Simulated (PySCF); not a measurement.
CdBrI, SMILES [Cd]([Br])[I].

Geometry optimised at B3LYP-D3(BJ)/def2-SVP. The def2 effective core potentials stand for the cores of Cd, I; spin–orbit coupling is left out.

These are r2SCAN/def2-TZVPD in PySCF values and carry that method's errors.

The molecule is in vacuum.

Problem. Estimate the frontier levels, gap, dipole moment and polarisability. (Estimate from the structure and the level; the computed values follow.)

Solution. 
| Item | Result |
|---|---|
| highest occupied level | -7.08 eV |
| lowest empty level | -3.12 eV |
| orbital gap | 3.96 eV |
| dipole moment | 0.68 D |
| quadrupole, principal values (traceless, Buckingham form, about the centre of nuclear charge) | -8.54, 4.27, 4.27 D·Å |
| mean static polarisability | 94.5 bohr³ (14.00 Å³) |
| polarisability, principal values | 70.1, 70.1, 143.1 bohr³ |
